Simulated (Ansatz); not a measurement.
Coupled-cluster diagnostics for Cs4⁺, Ansatz.

Geometry of the doublet (PBE/def2-TZVP):

```xyz
4

Cs    4.061    2.374    1.094
Cs   -0.126   -0.855    2.318
Cs    0.120    0.862   -2.310
Cs   -4.055   -2.381   -1.101
```

In the def2 sets Cs takes a core potential; there is no spin–orbit coupling. Correlated methods freeze no core orbitals; core or outer-core shells of Cs are correlated, in sets that lack core-valence functions. The structure comes from a short search, and lower isomers may exist.

Geometry of the charge 1 quartet (PBE/def2-TZVP):

Cartesian coordinates in Å:
```
Cs 0.089 -4.527 0.535
Cs -2.673 -0.250 -1.679
Cs 2.669 0.251 1.682
Cs -0.085 4.526 -0.539
```

Question: Estimate the CCSD(T) correlation energy, the shares of MP2 and (T), T1 and the reference's ⟨S²⟩ for: charge 1, doublet, own geometry in def2-TZVPP; charge 1, quartet, own geometry in def2-TZVPP; and the rough time on 4 threads of Arm Neoverse V1 on a shared host.

Answer: 
```
                          state       basis  correlation (eV)  MP2 share (%)  (T) share (%)     T1  ⟨S²⟩ (pure)  wall time            remarks
charge 1, doublet, own geometry  def2-TZVPP           -17.600           88.2            3.1  0.039  1.17 (0.75)    2.9 min  spin-contaminated
charge 1, quartet, own geometry  def2-TZVPP           -17.129           88.7            2.8  0.014  3.75 (3.75)       46 s                  –
```
Customary marks for T1 are 0.02 (closed shells), 0.045 (open shells) and about 0.05 (3d metals). T1 exceeds 0.02 in 1 of 2 rows and 0.045 in 0; the higher it lies, the less the single-reference result can be trusted.
